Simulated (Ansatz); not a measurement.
NO₂ (SMILES [O]N=O), doublet, at a GFN2-xTB geometry; R2SCAN/cc-pVDZ in Ansatz (an electronic-structure program).

The Ansatz input:
Ansatz 0.2 input:
```yaml
crystal:
  periodic: [false, false, false]
  atoms:
    - {symbol: N, position_ang: [0.02634660, -0.00099173, 0.29394606]}
    - {symbol: O, position_ang: [0.01046225, 1.10203615, -0.12685565]}
    - {symbol: O, position_ang: [-0.03351552, -1.10116839, -0.13034716]}
basis:
  gaussian:
    orbitals: cc-pVDZ
    nuclear_model: gaussian
hamiltonian:
  xc: r2scan
magnetization: {spin_polarized: true, initial_magnetization: 1}
```

**Question.** Write the output that Ansatz gives for this input, abridged.

**Answer.** 
```
Functional definition: r2SCAN
468 factors; their error is unknown
mean field evaluation 1: about -5576.6127 eV, gradient 2.5e1 eV
mean field evaluation 2: about -5571.8709 eV, gradient 4.5e1 eV
mean field evaluation 4: about -5578.5036 eV, gradient 6.7e-1 eV
mean field evaluation 8: about -5578.4796 eV, gradient 7.7e-2 eV
mean field evaluation 16: about -5578.4796 eV, gradient 3.9e-5 eV
mean field -5578.47961599 eV, -205.0053446583 hartree, gradient 3.9e-5 eV, S^2 0.753134; 0 other end points of the search recorded, 0 dependent functions left out
reference -5578.47961823 eV, -205.0053447408 hartree; 12, 11 occupied and 30, 31 virtual orbitals, 468 factors
Total energy: -5578.47961823 eV, -205.0053447408 hartree
```
